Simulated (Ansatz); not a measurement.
Mulliken charges of Cl₂H₂HfS₂ (`[SH][Hf]([SH])([Cl])[Cl]`) from ωB97M-V/def2-TZVPP in Ansatz (PBE0-D4/def2-TZVP geometry).

```csv
atom,x (Å),y (Å),z (Å),charge (e)
S1,-1.158,1.994,-0.471,-0.243
Hf2,0.385,0.188,-0.053,0.622
S3,-0.796,-1.803,-0.752,-0.251
Cl4,0.886,0.010,2.215,-0.201
Cl5,2.292,0.504,-1.347,-0.196
H6,-1.797,1.698,0.680,0.140
H7,0.188,-2.592,-0.272,0.130
```

**Question.** By hand: the dipole of these point charges (1 e Å = 4.8032 D).

**Answer.** Σ q r = (-0.134, -0.115, 0.149) e Å, of length 0.231 e Å = 1.11 D.

**Question.** How does the dipole of the full density compare? (Best estimate.)

**Answer.** Computed: (-0.036, -0.066, 0.135) e Å, 0.74 D; the point charges give 1.50 times that, at 24° from its direction.

Point charges leave out the atoms' own dipoles, such as those of lone pairs, and Mulliken's split depends on the basis, so the two needn't agree.
